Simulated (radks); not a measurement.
Spherical quantum dot in the effective-mass picture: electrons in a hard-walled sphere of radius 8.7, with a point charge +2 (a donor) at the centre, all in effective atomic units (hartree* = m*/eps^2 hartree, bohr* = eps/m* bohr), one dielectric constant everywhere. Calculated with a radial shooting solver with Libxc functionals: non-relativistic Kohn-Sham, PBE, spin-polarised, spherical densities. Levels are named by radial order and angular momentum (1s, 1p, 1d, 2s, ...), and open shells are averaged over m.

N = 15, configuration 1s2 1p6 1d(up 5, down 0) 2s2. This is the lowest configuration that the search found. Occupied and some empty levels:

level    occupation  eigenvalue (hartree*)  <r> (bohr*)
1s down           1                 1.5459       0.9593
1s up             1                 1.5462       0.9584
2s up             1                 1.8282        6.240
1p up             3                 1.8554        6.309
2s down           1                 1.8589        6.181
1p down           3                 1.8866        6.255
1d up             5                 1.9101        6.440
1d down           0                 1.9425        6.403
1f up             0                 1.9872        6.560
1f down           0                 2.0206        6.533
1g up             0                 2.0849        6.669
1g down           0                 2.1193        6.648
2p up             0                 2.2110        4.440
2p down           0                 2.2256        4.365

Energy (hartree*): total 9.90609, kinetic 5.6414, external -10.984, Hartree 18.636, exchange-correlation -3.3875.

Electron density:

r (bohr*)  n(r) (e/bohr*^3)
0.240                 1.424
0.673                0.2906
1.11                0.06876
1.54                0.01824
1.97               0.005467
2.41               0.002110
2.84               0.001403
3.27               0.001587
3.71               0.002218
4.14               0.003188
4.57               0.004460
5.01               0.005951
5.44               0.007488
5.87               0.008754
6.31               0.009330
6.74               0.008810
7.17               0.007029
7.61               0.004309
8.04               0.001712
8.47              0.0002030
